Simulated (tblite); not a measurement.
**Question.** Write Cartesian coordinates for `[O-][C@@H]1C[C@@H]1OC(F)(F)F` as optimised with GFN2-xTB. (Charge -1.)

**Answer.** 
```
atom  x, y, z in Å
O1    -1.2113   -0.8926    1.8356
C2    -1.3707   -0.0685    0.8877
C3    -1.5591   -0.4453   -0.6010
C4    -0.3101    0.3001   -0.2062
O5     0.9195   -0.4714   -0.4113
C6     1.9607    0.0297    0.1470
F7     2.4193    1.1836   -0.4668
F8     3.0093   -0.8146    0.0481
F9     1.8945    0.3831    1.4384
H10   -1.9255    0.8928    1.1017
H11   -1.3954   -1.4825   -0.8515
H12   -2.2591    0.0670   -1.2525
H13   -0.1766    1.3191   -0.5656
```

Any rigid rotation of these coordinates is as good. Atoms count from 1 in this order. The 3 C–C bonds span 1.507 Å (C3–C4, drawn single) to 1.568 Å (C2–C4, drawn single), a spread of 0.061 Å. The 3 C–O bonds span 1.266 Å (O1–C2, drawn single) to 1.466 Å (C4–O5, drawn single), a spread of 0.200 Å. The 3 C–F bonds span 1.340 Å (C6–F9, drawn single) to 1.385 Å (C6–F7, drawn single), a spread of 0.045 Å. Of the pairs four or more bonds apart, F7···H13 is among the closest relative to their van der Waals radii: 2.60 Å, 97 % of the sum of Bondi's values.

Bonds between heavy atoms (Å): O1–C2 1.266, C2–C3 1.547, C3–C4 1.507, C4–O5 1.466, O5–C6 1.283, C6–F7 1.385, C6–F8 1.350, C6–F9 1.340, C2–C4 1.568.

Structure optimised with GFN2-xTB, isolated species.

Point group: C1 (no symmetry element, even within 0.4 Å). Its GFN2-xTB frequencies are all real (lowest 35 cm⁻¹). Torsions: C3–C4–O5–C6 -167°. 2 starts were optimised and ended at 0.00 and 0.92 kcal/mol (GFN2-xTB); the lowest of these is shown.

The run took 0.17 s on AMD EPYC 9R45, one thread, shared host with 96 logical CPUs at a one-minute load of 15. This is the geometry optimisation.

One conformer stands for the species.

These are computed values.
